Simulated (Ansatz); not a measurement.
`[F][Ti]([Cl])([Cl])[SeH]` and `[F][Ti]([F])([Cl])[Cl]` differ in one atom or group.

Ansatz, PBE0-D4/def2-TZVP geometries, multiplicity 1. Each molecule was computed in one conformer, which needn't be the lowest.

Scalar relativity is left out up to krypton. Spin–orbit coupling is left out; it splits and shifts lone-pair levels of the heavy atoms by tenths of an eV.

| property | `[F][Ti]([Cl])([Cl])[SeH]` |
| --- | --- |
| LUMO energy (ωB97M-V/def2-TZVPP) / eV | -1.30 |
| LUMO energy (PBE0/def2-TZVPP) / eV | -3.41 |
| HOMO energy (PBE0/def2-TZVPP) / eV | -7.90 |
| HOMO energy (ωB97M-V/def2-TZVPP) / eV | -9.95 |
| size of the dipole moment (PBE/def2-TZVPP) / D | 1.01 |
| HOMO energy (PBE/def2-TZVPP) / eV | -6.78 |

(1) Give the same properties after the change, and the shifts. (Best estimate.)

Results:

(1) The calculation gave: 
```tsv
property	`[F][Ti]([F])([Cl])[Cl]`	shift
LUMO energy (ωB97M-V/def2-TZVPP) / eV	-1.37	-0.07
LUMO energy (PBE0/def2-TZVPP) / eV	-3.58	-0.17
HOMO energy (PBE0/def2-TZVPP) / eV	-9.87	-1.97
HOMO energy (ωB97M-V/def2-TZVPP) / eV	-12.06	-2.11
size of the dipole moment (PBE/def2-TZVPP) / D	0.20	-0.81
HOMO energy (PBE/def2-TZVPP) / eV	-8.45	-1.67
```

With PBE0 the HOMO falls by 1.97 eV and the LUMO falls by 0.17 eV, so the gap widens by about 1.80 eV. PBE moves the HOMO by -1.67 eV and ωB97M-V by -2.11 eV. The zero-point energy changes by -14.2 kJ/mol with -3 modes. Dipoles are sizes alone; their direction can turn.
